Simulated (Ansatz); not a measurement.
Harmonic frequencies (cm⁻¹) at PBE0-D4/def2-TZVP from Ansatz: 77, 102, 112, 255, 281, 371, 434, 632, 806, 1548, 3562, 3669.

Each molecule was computed in one conformer, which needn't be the lowest.

Q: Which molecule is it?
A. `[CH3][In]([F])[Br]`
B. `[F][In]([Cl])[O][SiH3]`
C. `[NH2][In]([Cl])[Br]`
D. `[OH][In]([Cl])[Br]`

A: C.
